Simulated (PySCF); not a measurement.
Species: C2H6BNO.
Z-matrix (Å and degrees, PBE0-D3(BJ)/def2-SVP geometry), rows numbered from 1:
```
C 
C   1  1.3384
B   2  1.5683  1  122.82
N   3  1.4128  2  119.90  1   179.46
O   3  1.3726  2  117.63  1    -0.51
H   1  1.0954  2  120.68  3    -0.00
H   1  1.0955  2  122.63  3  -179.97
H   2  1.0987  1  117.71  3   179.94
H   4  1.0108  3  124.92  2  -179.96
H   4  1.0100  3  121.78  2     0.09
H   5  0.9603  3  113.91  2   179.68
```

Method used: MP2 and CCSD/aug-cc-pVDZ in PySCF, restricted Hartree–Fock reference, frozen core, non-relativistic, gas phase, PBE0-D3(BJ)/def2-SVP geometry.

E(HF) = -233.34800 Eh.

Question: How large is the problem?

Answer: 169 basis functions and 38 electrons; 5 orbitals frozen, which leaves o = 14 correlated occupied and v = 150 virtual orbitals. That is o·v = 2100 singles and o·v(o·v + 1)/2 = 2206050 distinct closed-shell doubles amplitudes before symmetry; the costliest CCSD step grows as o²v⁴ = 9.9 × 10^10.

Question: What are the MP2 and CCSD correlation energies?

Answer: MP2 -0.7389 Eh and CCSD -0.7798 Eh, which gives totals of -234.08689 and -234.12781 Eh. That is 0.758 eV for each correlated electron at CCSD (2047 kJ/mol in all, 0.333 % of the total energy); MP2 gives 94.8 % of the CCSD value.

Question: What is the T1 diagnostic?

Answer: 0.0130, below the customary warning level of 0.02. It is the norm of the spatial-orbital singles amplitudes over the root of the number of correlated electrons, so the norm is 0.069.

Question: How does correlation change the dipole moment?

Answer: HF gives 2.28 D and CCSD (unrelaxed density) 2.37 D, a change of +0.09 D.

No triples correction and no basis-set extrapolation were made.

The job also held the EOM ionisation roots. The run took 6.8 min on one thread, Arm Neoverse V2 (aarch64), shared host with 32 logical CPUs at a one-minute load of 16, and the process peaked at 3.0 GiB of memory.

One conformer stands for the species.
